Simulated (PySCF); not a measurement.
C2H6N2Si2, SMILES C1=NC=N[SiH2][SiH2]1.

Geometry optimised at r2SCAN-D4/def2-SVP. The structure was generated by enumeration, and PubChem lists no compound with its InChIKey, so it may never have been made.

All values below come from TDA-LC-ωPBE/def2-SVPD (PySCF).

Vertical excitations. The molecule is in vacuum.

### Question
Estimate the UV-visible absorptions. (The exact figures need the calculation; the answer reports its results.)

### Answer

```
state  energy (eV)  λ (nm)      f                                                                 main pairs
-----  -----------  ------  -----  -------------------------------------------------------------------------
S1            3.10     400  0.001                                                             HOMO→LUMO 90 %
S2            4.31     288  0.011                                         HOMO−1→LUMO 69 %, HOMO→LUMO+4 12 %
S3            5.56     223  0.007                                                           HOMO−2→LUMO 82 %
S4            6.18     201  0.049                                         HOMO→LUMO+4 58 %, HOMO−1→LUMO 14 %
S5            6.26     198  0.091                       HOMO→LUMO+1 60 %, HOMO→LUMO+2 13 %, HOMO→LUMO+3 11 %
S6            6.73     184  0.042      HOMO→LUMO+2 34 %, HOMO→LUMO+1 19 %, HOMO→LUMO+5 10 %, HOMO−3→LUMO 9 %
S7            7.06     176  0.095                                                           HOMO−3→LUMO 58 %
S8            7.15     173  0.025                                                         HOMO−1→LUMO+4 57 %
S9            7.19     172  0.017                                         HOMO→LUMO+3 59 %, HOMO→LUMO+2 16 %
S10           7.42     167  0.008  HOMO−1→LUMO+1 38 %, HOMO−6→LUMO 9 %, HOMO−1→LUMO+2 9 %, HOMO−1→LUMO+3 8 %
T1            2.52     491      0                                                             HOMO→LUMO 81 %
T2            3.48     356      0                                                           HOMO−1→LUMO 70 %
T3            3.81     326      0                                         HOMO−2→LUMO 55 %, HOMO−4→LUMO 10 %
T4            4.89     254      0    HOMO→LUMO+4 26 %, HOMO−6→LUMO 15 %, HOMO−1→LUMO+4 11 %, HOMO−5→LUMO 8 %
```
Triplets are in the Tamm–Dancoff approximation.
